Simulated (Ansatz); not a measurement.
Two isomers of C2H9B2N: A = `BN(C)BC`, B = `CB(C)BN`.

Program: Ansatz. Geometries: PBE0-D4/def2-TZVP. ΔE: electronic, gas phase. CBS: MP2 limit from def2 TZ/QZ plus the TZ coupled-cluster correction, frozen cores. Functionals use def2-TZVPP. B3LYP here is the variant with VWN-RPA as its local correlation; programs differ in this. One conformer a species, not always the lowest.

(1) Which isomer does CCSD(T)/CBS put lower? Give the gap. (Best estimate.)

(2) Give E(B) − E(A) in kJ/mol with PBE-D4, B3LYP, B2PLYP, CCSD/def2-TZVPP, MP2/def2-TZVPP, CCSD(T)/def2-TZVPP, ωB97M-V. (Estimate.)

Largest T1 diagnostic: 0.012.

Results:

(1) Computed: A, by 47.0 kJ/mol.

(2) Computed: PBE-D4 32.0, B3LYP 41.6, B2PLYP 47.3, CCSD/def2-TZVPP 48.9, MP2/def2-TZVPP 53.4, CCSD(T)/def2-TZVPP 49.6, ωB97M-V 45.6. None reverses the order clearly.

From PBE to PBE0 (25 % exact exchange), in def2-TZVPP and without D4, E(B) − E(A) moves by +4.6 kJ/mol. The D4 term adds +3.2 kJ/mol with B3LYP and +1.4 kJ/mol with PBE0; it sums over pairs of atoms, weighted by their polarisabilities, and B3LYP, whose exchange is more repulsive, gets the larger term.
